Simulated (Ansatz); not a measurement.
Job for Ansatz (a program for electronic structure): U-PBE0/def2-TZVPP on TiP, 2S+1 = 8, a spin state set in the input, which need not be the lowest.

Ansatz 0.2 input:
```yaml
crystal:
  periodic: [false, false, false]
  atoms:
    - {symbol: Ti, position_ang: [0.00000000, 0.00000000, 0.00000000]}
    - {symbol: P, position_ang: [0.00000000, 0.00000000, 2.53600000]}
basis:
  gaussian:
    orbitals: def2-TZVPP
hamiltonian:
  xc: {name: PBE0}
magnetization: {spin_polarized: true, initial_magnetization: 7}
relax: {f_tol: 0.002, max_steps: 120}
```

Program output:

```
WARN ansatz: RAYON_NUM_THREADS=2 ignored (pool sized by the plan → 2); use --threads N
Functional definition: PBE0
integrals: 0.03 GiB planned
812 factors; their error is unknown
mean field: 0.43 GiB planned
mean field evaluation 1: about -32377.1054 eV, gradient 5.2e1 eV
mean field evaluation 2: about -32328.4727 eV, gradient 9.5e1 eV
mean field evaluation 4: about -32387.6840 eV, gradient 1.0e1 eV
mean field evaluation 8: about -32388.3151 eV, gradient 5.6e-1 eV
mean field evaluation 16: about -32388.5252 eV, gradient 6.2e-2 eV
mean field evaluation 32: about -32388.7044 eV, gradient 6.1e-2 eV
mean field -32388.70426332 eV, -1190.2629278248 hartree, gradient 2.3e-7 eV, S^2 15.750810; 3 other end points of the search recorded, 0 dependent functions left out
the calculation of the forces begins
reference -32388.70429222 eV, -1190.2629288867 hartree; 22, 15 occupied and 84, 91 virtual orbitals, 812 factors
relax step   1: F+E_penalty+E_count = -32388.70426332 eV  Δ(F+E_penalty+E_count) = +0.000e0 eV  max|allowed force component| = 1.478e0 eV/Å  Δτ_max = 0.0000 Å  (221 SCF iters, accepted)
these checks for a lower state are left out or cut short: starts, cluster_reference, orbital_swaps, neighbouring_geometries, increment
integrals: 0.03 GiB planned
812 factors; their error is unknown
mean field: 0.43 GiB planned
mean field evaluation 64: about -32388.9270 eV, gradient 1.2e-5 eV
mean field -32388.92697025 eV, -1190.2711121536 hartree, gradient 3.2e-6 eV, S^2 15.750805; 0 other end points of the search recorded, 0 dependent functions left out
the calculation of the forces begins
reference -32388.92699964 eV, -1190.2711132336 hartree; 22, 15 occupied and 84, 91 virtual orbitals, 812 factors
relax step   2: F+E_penalty+E_count = -32388.92697025 eV  Δ(F+E_penalty+E_count) = -2.227e-1 eV  max|allowed force component| = 6.850e-1 eV/Å  Δτ_max = 0.1081 Å  (55 SCF iters, accepted)
these checks for a lower state are left out or cut short: starts, cluster_reference, orbital_swaps, neighbouring_geometries, increment
integrals: 0.03 GiB planned
812 factors; their error is unknown
mean field: 0.42 GiB planned
mean field -32389.02174932 eV, -1190.2745952199 hartree, gradient 7.8e-6 eV, S^2 15.750804; 0 other end points of the search recorded, 0 dependent functions left out
the calculation of the forces begins
reference -32389.02177936 eV, -1190.2745963240 hartree; 22, 15 occupied and 84, 91 virtual orbitals, 812 factors
relax step   3: F+E_penalty+E_count = -32389.02174932 eV  Δ(F+E_penalty+E_count) = -9.478e-2 eV  max|allowed force component| = 3.686e-1 eV/Å  Δτ_max = 0.0934 Å  (57 SCF iters, accepted)
these checks for a lower state are left out or cut short: starts, cluster_reference, orbital_swaps, neighbouring_geometries, increment
integrals: 0.03 GiB planned
812 factors; their error is unknown
mean field: 0.42 GiB planned
mean field -32389.11188649 eV, -1190.2779077000 hartree, gradient 2.1e-6 eV, S^2 15.750801; 0 other end points of the search recorded, 0 dependent functions left out
the calculation of the forces begins
reference -32389.11191701 eV, -1190.2779088215 hartree; 22, 15 occupied and 84, 91 virtual orbitals, 812 factors
relax step   4: F+E_penalty+E_count = -32389.11188649 eV  Δ(F+E_penalty+E_count) = -9.014e-2 eV  max|allowed force component| = 1.390e-1 eV/Å  Δτ_max = 0.2000 Å  (57 SCF iters, accepted)
these checks for a lower state are left out or cut short: starts, cluster_reference, orbital_swaps, neighbouring_geometries, increment
integrals: 0.03 GiB planned
812 factors; their error is unknown
mean field: 0.41 GiB planned
mean field evaluation 96: about -32389.0190 eV, gradient 5.4e-2 eV
mean field -32389.15307962 eV, -1190.2794215197 hartree, gradient 9.1e-6 eV, S^2 15.750780; 0 other end points of the search recorded, 0 dependent functions left out
the calculation of the forces begins
reference -32389.15311013 eV, -1190.2794226408 hartree; 22, 15 occupied and 84, 91 virtual orbitals, 812 factors
relax step   5: F+E_penalty+E_count = -32389.15307962 eV  Δ(F+E_penalty+E_count) = -4.119e-2 eV  max|allowed force component| = 7.638e-2 eV/Å  Δτ_max = 0.2000 Å  (57 SCF iters, accepted)
these checks for a lower state are left out or cut short: starts, cluster_reference, orbital_swaps, neighbouring_geometries, increment
integrals: 0.03 GiB planned
812 factors; their error is unknown
mean field: 0.40 GiB planned
mean field -32389.17661961 eV, -1190.2802865983 hartree, gradient 3.4e-6 eV, S^2 15.750748; 0 other end points of the search recorded, 0 dependent functions left out
the calculation of the forces begins
reference -32389.17665070 eV, -1190.2802877409 hartree; 22, 15 occupied and 84, 91 virtual orbitals, 812 factors
relax step   6: F+E_penalty+E_count = -32389.17661961 eV  Δ(F+E_penalty+E_count) = -2.354e-2 eV  max|allowed force component| = 4.369e-2 eV/Å  Δτ_max = 0.2000 Å  (59 SCF iters, accepted)
these checks for a lower state are left out or cut short: starts, cluster_reference, orbital_swaps, neighbouring_geometries, increment
integrals: 0.03 GiB planned
812 factors; their error is unknown
mean field: 0.40 GiB planned
mean field evaluation 128: about -32389.1895 eV, gradient 4.9e-6 eV
mean field -32389.18948981 eV, -1190.2807595693 hartree, gradient 4.9e-6 eV, S^2 15.750715; 0 other end points of the search recorded, 0 dependent functions left out
the calculation of the forces begins
reference -32389.18952190 eV, -1190.2807607487 hartree; 22, 15 occupied and 84, 91 virtual orbitals, 812 factors
relax step   7: F+E_penalty+E_count = -32389.18948981 eV  Δ(F+E_penalty+E_count) = -1.287e-2 eV  max|allowed force component| = 2.225e-2 eV/Å  Δτ_max = 0.2000 Å  (60 SCF iters, accepted)
these checks for a lower state are left out or cut short: starts, cluster_reference, orbital_swaps, neighbouring_geometries, increment
integrals: 0.03 GiB planned
812 factors; their error is unknown
mean field: 0.40 GiB planned
mean field -32389.19551797 eV, -1190.2809811000 hartree, gradient 1.4e-6 eV, S^2 15.750687; 0 other end points of the search recorded, 0 dependent functions left out
the calculation of the forces begins
reference -32389.19555062 eV, -1190.2809823000 hartree; 22, 15 occupied and 84, 91 virtual orbitals, 812 factors
relax step   8: F+E_penalty+E_count = -32389.19551797 eV  Δ(F+E_penalty+E_count) = -6.028e-3 eV  max|allowed force component| = 9.911e-3 eV/Å  Δτ_max = 0.1950 Å  (57 SCF iters, accepted)
these checks for a lower state are left out or cut short: starts, cluster_reference, orbital_swaps, neighbouring_geometries, increment
integrals: 0.03 GiB planned
812 factors; their error is unknown
mean field: 0.39 GiB planned
mean field -32389.19767441 eV, -1190.2810603478 hartree, gradient 1.9e-6 eV, S^2 15.750671; 0 other end points of the search recorded, 0 dependent functions left out
the calculation of the forces begins
reference -32389.19770782 eV, -1190.2810615755 hartree; 22, 15 occupied and 84, 91 virtual orbitals, 812 factors
relax step   9: F+E_penalty+E_count = -32389.19767441 eV  Δ(F+E_penalty+E_count) = -2.156e-3 eV  max|allowed force component| = 4.417e-3 eV/Å  Δτ_max = 0.1566 Å  (60 SCF iters, accepted)
these checks for a lower state are left out or cut short: starts, cluster_reference, orbital_swaps, neighbouring_geometries, increment
integrals: 0.03 GiB planned
812 factors; their error is unknown
mean field: 0.39 GiB planned
mean field evaluation 160: about -32389.1984 eV, gradient 2.6e-6 eV
mean field -32389.19843782 eV, -1190.2810884027 hartree, gradient 2.6e-6 eV, S^2 15.750661; 0 other end points of the search recorded, 0 dependent functions left out
the calculation of the forces begins
reference -32389.19847163 eV, -1190.2810896452 hartree; 22, 15 occupied and 84, 91 virtual orbitals, 812 factors
relax step  10: F+E_penalty+E_count = -32389.19843782 eV  Δ(F+E_penalty+E_count) = -7.634e-4 eV  max|allowed force component| = 1.792e-3 eV/Å  Δτ_max = 0.1259 Å  (63 SCF iters, accepted)
these checks for a lower state are left out or cut short: starts, cluster_reference, orbital_swaps, neighbouring_geometries, increment
integrals: 0.03 GiB planned
812 factors; their error is unknown
mean field: 0.39 GiB planned
mean field -32389.19863529 eV, -1190.2810956597 hartree, gradient 1.8e-6 eV, S^2 15.750656; 0 other end points of the search recorded, 0 dependent functions left out
the calculation of the forces begins
reference -32389.19866948 eV, -1190.2810969161 hartree; 22, 15 occupied and 84, 91 virtual orbitals, 812 factors
relax step  11: F+E_penalty+E_count = -32389.19863529 eV  Δ(F+E_penalty+E_count) = -1.975e-4 eV  max|allowed force component| = 6.003e-4 eV/Å  Δτ_max = 0.0859 Å  (63 SCF iters, accepted)
these checks for a lower state are left out or cut short: starts, cluster_reference, orbital_swaps, neighbouring_geometries, increment
integrals: 0.03 GiB planned
812 factors; their error is unknown
mean field: 0.39 GiB planned
mean field -32389.19866935 eV, -1190.2810969111 hartree, gradient 9.0e-6 eV, S^2 15.750654; 0 other end points of the search recorded, 0 dependent functions left out
the calculation of the forces begins
reference -32389.19870379 eV, -1190.2810981769 hartree; 22, 15 occupied and 84, 91 virtual orbitals, 812 factors
relax step  12: F+E_penalty+E_count = -32389.19866935 eV  Δ(F+E_penalty+E_count) = -3.405e-5 eV  max|allowed force component| = 2.064e-4 eV/Å  Δτ_max = 0.0433 Å  (53 SCF iters, accepted)
these checks for a lower state are left out or cut short: starts, cluster_reference, orbital_swaps, neighbouring_geometries, increment
integrals: 0.03 GiB planned
812 factors; their error is unknown
mean field: 0.39 GiB planned
mean field -32389.19867487 eV, -1190.2810971140 hartree, gradient 3.6e-6 eV, S^2 15.750653; 0 other end points of the search recorded, 0 dependent functions left out
the calculation of the forces begins
reference -32389.19870946 eV, -1190.2810983852 hartree; 22, 15 occupied and 84, 91 virtual orbitals, 812 factors
relax step  13: F+E_penalty+E_count = -32389.19867487 eV  Δ(F+E_penalty+E_count) = -5.520e-6 eV  max|allowed force component| = 3.971e-5 eV/Å  Δτ_max = 0.0227 Å  (55 SCF iters, accepted)
integrals: 0.03 GiB planned
812 factors; their error is unknown
mean field: 0.39 GiB planned
mean field evaluation 192: about -32389.0646 eV, gradient 5.3e-2 eV
mean field evaluation 224: about -32389.1986 eV, gradient 5.4e-2 eV
mean field -32389.19867487 eV, -1190.2810971140 hartree, gradient 3.6e-6 eV, S^2 15.750653; 3 other end points of the search recorded, 0 dependent functions left out
the calculation of the forces begins
reference -32389.19870946 eV, -1190.2810983852 hartree; 22, 15 occupied and 84, 91 virtual orbitals, 812 factors
Total energy: -32389.19870946 eV, -1190.2810983852 hartree
Atom 0 at     0.000000    -0.000000    -1.631016 Å, force     0.000000    -0.000000    -0.000040 eV/Å
Atom 1 at    -0.000000     0.000000     4.167016 Å, force    -0.000000    -0.000000     0.000040 eV/Å
Dipole moment:     0.000000     0.000000     0.010214 e Å
```

The calculation finished and met its thresholds.

Cost: about 2.8 core-minutes (a rough figure).
